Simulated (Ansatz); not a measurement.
Cl₃HfI (`[Cl][Hf]([Cl])([Cl])[I]`). The species carries charge 0 and has multiplicity 1. Hf, I takes the def2 core potential. Geometry: relaxed with PBE0-D4/def2-TZVP.

```xyz
5

Cl   -2.128   -0.826    0.512
Hf   -0.026    0.032    0.057
Cl   -0.194    2.310   -0.317
Cl    1.363   -0.347    1.870
I     0.986   -1.169   -2.122
```

(1) What is the dipole moment at r2SCAN/def2-TZVPP? (Estimate.)

(2) And with PBE, B3LYP, ωB97M-V? (Estimate.)

(3) Give the Mulliken charges with r2SCAN, PBE, ωB97M-V in def2-TZVPP. (Estimate.)

## Answers

(1) Ansatz gave: 0.34 D, with components (0.13, -0.15, -0.27) D in this frame, pointing from negative to positive charge.

(2) The calculation gave: PBE 0.36 D, B3LYP 0.33 D, ωB97M-V 0.16 D.

(3) The calculation gave: 
```
atom  r2SCAN    PBE  ωB97M-V
 Cl1   -0.21  -0.18    -0.17
 Hf2    0.79   0.65     0.64
 Cl3   -0.21  -0.18    -0.17
 Cl4   -0.21  -0.18    -0.17
  I5   -0.15  -0.12    -0.12
```

B3LYP here is the variant with VWN-RPA as its local correlation; programs differ in this.
